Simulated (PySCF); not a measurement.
**Working out the ionisation energy of S²⁺**

S²⁺ [Ne] 3s2 3p2 (3P) → S³⁺ [Ne] 3s2 3p1 (2P). Computed with PySCF 2.14 in ANO-RCC-VTZP (5s4p2d1f, 34 functions), with scalar relativity by spin-free X2C-1e. Frozen: 1s2. Energies in hartree (1 hartree = 27.21139 eV):

```csv
part,S²⁺ (lower),S³⁺ (upper)
UHF,-397.419081,-396.163893
MP2 opposite-spin,-0.067877,-0.058693
MP2 same-spin,-0.016611,-0.008706
```

Problem. What does Hartree-Fock give?

Solution. (-396.163893) − (-397.419081) = 1.255188 hartree = 34.155 eV.

Problem. What do MP2 and SCS-MP2 (6/5 opposite-spin, 1/3 same-spin) give?

Solution. The opposite-spin parts differ by 0.250 eV and the same-spin parts by 0.215 eV. MP2: 34.155 + (0.250) + (0.215) = 34.620 eV. SCS-MP2: 34.155 + 1.2 × (0.250) + (0.215)/3 = 34.527 eV.

A first-order spin-orbit estimate adds -0.009 eV to MP2 (valence and next inner shell), giving 34.611 eV against 34.86 ± 0.04 eV (semi-empirical (NIST evaluation); NIST Atomic Spectra Database, ionization energies).

What remains against the reference includes basis incompleteness, the frozen core and correlation beyond second order.
